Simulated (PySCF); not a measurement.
CH₅N₂S (SMILES NC([NH3+])=S), charge +1, singlet, geometry from GFN2-xTB. Base run: HF/6-31G (PySCF).

Geometry (Å):
```xyz
9

N      1.1327    -1.0719    -0.2547
C      0.1166    -0.2366    -0.0511
N     -1.2476    -0.9348    -0.1364
S      0.1076     1.3401     0.2601
H      1.0422    -2.0580    -0.4457
H      2.0681    -0.6932    -0.2160
H     -1.9579    -0.2040     0.0349
H     -1.3533    -1.6720     0.5765
H     -1.4163    -1.3483    -1.0657
```
Charge +1, spin multiplicity 1.
All else is at PySCF's defaults.

Each row names what was changed in the base input (with any setting that the change needs).

```csv
change,E (Eh),HOMO (eV),HOMO-LUMO gap (eV),core-seconds (rough)
base,-546.83607,-14.67,11.89,0.4
functional = b3lyp,___,-11.63,___,2
functional = m06,___,___,___,3
functional = pbe; dispersion = d3zero,-548.11588,-10.65,3.49,3
functional = wb97m_v,-548.36957,-14.09,9.93,200
functional = mn15,-548.13273,-12.60,6.89,4
functional = b97m_v,-548.33547,-11.04,3.96,200
functional = pbe0; dispersion = d4,-548.14936,-11.92,5.59,3
functional = m062x,___,___,___,3
functional = b97-1,-548.37619,-11.63,5.24,2
functional = pw6b95,___,___,___,3
functional = bhandhlyp,-548.34835,-13.02,7.68,2
functional = o3lyp,-548.40659,-11.20,4.47,2
```

Problem. Some entries are withheld; supply them.

Solution. 
- functional = b3lyp, E (Eh): -548.47262
- functional = b3lyp, HOMO-LUMO gap (eV): 5.12
- functional = m06, E (Eh): -548.34767
- functional = m06, HOMO (eV): -11.85
- functional = m06, HOMO-LUMO gap (eV): 5.49
- functional = m062x, E (Eh): -548.36189
- functional = m062x, HOMO (eV): -13.11
- functional = m062x, HOMO-LUMO gap (eV): 7.70
- functional = pw6b95, E (Eh): -548.95850
- functional = pw6b95, HOMO (eV): -11.98
- functional = pw6b95, HOMO-LUMO gap (eV): 5.73

Total energies compare only within one method and basis.
